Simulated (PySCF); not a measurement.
Ga2(mu-F)2(H)4, H4F2Ga2, singlet, B3LYP/def2-SVP optimised geometry.

```
8

Ga    -0.75    -0.10     0.00
Ga     1.59    -0.58    -1.86
F      1.21    -0.10     0.00
H     -1.21     1.39     0.00
H     -1.21    -1.39     0.73
F     -0.36    -0.59    -1.85
H      2.05     0.71    -2.59
H      2.06    -2.07    -1.86
```

Density from PySCF 2.14.0 with B3LYP/def2-TZVP at that geometry.

Minimum of the electron density along straight lines between bonded atoms, close to the bond critical point (lines longer than 1.1 times the sum of covalent radii, or with two minima, are not listed):

| bond | length / Å | ρ at the minimum / e bohr⁻³ | ∇²ρ there / e bohr⁻⁵ | position (fraction from the first atom) |
|---|---|---|---|---|
| Ga1–F3 | 1.956 | 0.077 | 0.42 | 0.48 |
| Ga2–F3 | 1.956 | 0.077 | 0.42 | 0.48 |
| Ga1–H4 | 1.557 | 0.119 | 0.14 | 0.60 |
| Ga1–H5 | 1.557 | 0.119 | 0.14 | 0.60 |
| Ga1–F6 | 1.956 | 0.077 | 0.42 | 0.48 |
| Ga2–F6 | 1.956 | 0.077 | 0.42 | 0.48 |
| Ga2–H7 | 1.557 | 0.119 | 0.14 | 0.60 |
| Ga2–H8 | 1.557 | 0.119 | 0.14 | 0.60 |
